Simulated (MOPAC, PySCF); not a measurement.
C$_{2}$H$_{7}$NO, SMILES `CNCO` (C–N–C–O torsion 57°, N–C–O–H torsion 71°), neutral singlet in the gas phase. 

Cartesian coordinates (Å):
SMILES: OCNC
```xyz
11

C      1.3688     0.1455     0.0942
N      0.2400    -0.3646    -0.6565
C     -0.9673    -0.5073     0.0859
O     -1.4632     0.6648     0.7199
H      1.2053     1.1390     0.5305
H      1.5917    -0.5437     0.9134
H      2.2477     0.1854    -0.5517
H      0.0929     0.1614    -1.5077
H     -0.7905    -1.2067     0.9066
H     -1.7286    -0.9331    -0.5776
H     -1.7968     1.2593     0.0430
```
Charge 0, multiplicity 1.

All levels are single points at this geometry (PBE0-D3(BJ)/def2-TZVP); Pople sets use spherical d functions. Orbital energies aren't observables, and empty levels follow the basis.

B3LYP/3-21G in PySCF gives gap (eV) = 8.38.

### Question
Estimate the gap (eV) from each of these levels: PBE0-D3(BJ)/def2-TZVP in PySCF; B3LYP/6-311+G** in PySCF; B3LYP/6-31G* in PySCF; BP86/6-31G* in PySCF; PBE/6-31G* in PySCF; SVWN5/6-31G* in PySCF; HF/3-21G in PySCF; HF/6-31G* in PySCF; HF/STO-3G in PySCF; PM3 in MOPAC; PM6 in MOPAC; PM7 in MOPAC.

### Answer

| level | gap (eV) |
|---|---|
| PBE0-D3(BJ)/def2-TZVP in PySCF | 7.59 |
| B3LYP/6-311+G** in PySCF | 6.34 |
| B3LYP/6-31G* in PySCF | 8.04 |
| BP86/6-31G* in PySCF | 6.29 |
| PBE/6-31G* in PySCF | 6.14 |
| SVWN5/6-31G* in PySCF | 6.03 |
| HF/3-21G in PySCF | 16.91 |
| HF/6-31G* in PySCF | 16.07 |
| HF/STO-3G in PySCF | 24.06 |
| PM3 in MOPAC | 12.17 |
| PM6 in MOPAC | 12.08 |
| PM7 in MOPAC | 12.32 |
